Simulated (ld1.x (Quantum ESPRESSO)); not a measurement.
**Si, TM: configuration errors across variants**

* Element: silicon (Si)
* Generator: ld1.x (Quantum ESPRESSO) 7.5
* Type: norm-conserving Troullier–Martins (Kleinman–Bylander form)
* Functional: PBE
* Relativity: scalar-relativistic
* Frozen core: [Ne]
* Valence charge: 4
* Reference configuration: 3s2 3p2
* Partial waves: 3p (bound): rc 2.05 bohr; 3s (bound): rc 1.85 bohr
* Local potential: the s channel
* Core correction: a·sin(br)/r model core, default radius (core density twice the valence density)

All-electron excitation energies from the reference (eV): (1) 3s2 3p1 7.740; (2) 3s2 3p0 23.733; (3) 3s1 3p0 57.704; (4) 3s2 3p1.5 2.921; (5) 3s1 3p3 6.814; (6) 3s1 3p2 15.171; (7) 3s0 3p4 13.778.

Errors AE − PS in meV (a dash: test not solved or not reliable):

| change | (1) | (2) | (3) | (4) | (5) | (6) | (7) | bound ghosts |
| --- | --- | --- | --- | --- | --- | --- | --- | --- |
| base | +2.7 | +19 | +74 | +0.4 | -1.3 | +5.9 | -5.0 | none |
| all radii but the core radius scaled by about 0.78 (s 1.44, p 1.60 bohr) | +2.9 | +17 | +66 | +0.5 | +1.0 | +8.8 | +4.9 | none |
| all radii but the core radius scaled by about 0.81 (s 1.50, p 1.66 bohr) | +2.6 | +16 | +67 | +0.4 | +0.6 | +7.9 | +3.2 | none |
| all radii but the core radius scaled by about 1.09 (s 2.02, p 2.24 bohr) | +3.4 | +22 | +72 | +0.5 | -3.6 | +4.5 | -15 | none |
| all radii but the core radius scaled by about 1.18 (s 2.18, p 2.42 bohr) | +4.5 | +27 | +67 | +0.8 | -6.5 | +2.8 | -27 | none |
| all radii but the core radius scaled by about 1.25 (s 2.32, p 2.56 bohr) | +5.5 | +32 | +63 | +1.0 | -9.1 | +1.3 | -39 | none |
| all radii but the core radius scaled by about 1.30 (s 2.40, p 2.66 bohr) | +7.0 | +39 | +60 | +1.3 | -12 | -0.5 | -53 | none |
| all radii but the core radius scaled by about 1.37 (s 2.54, p 2.82 bohr) | +8.9 | +48 | +58 | +1.7 | -16 | -2.9 | -71 | none |

Give the same row for: all radii but the core radius scaled by about 0.91 (s 1.68, p 1.86 bohr).

+2.5, +17, +71, +0.4, -0.2, +6.8, -0.1; bound ghosts: none.
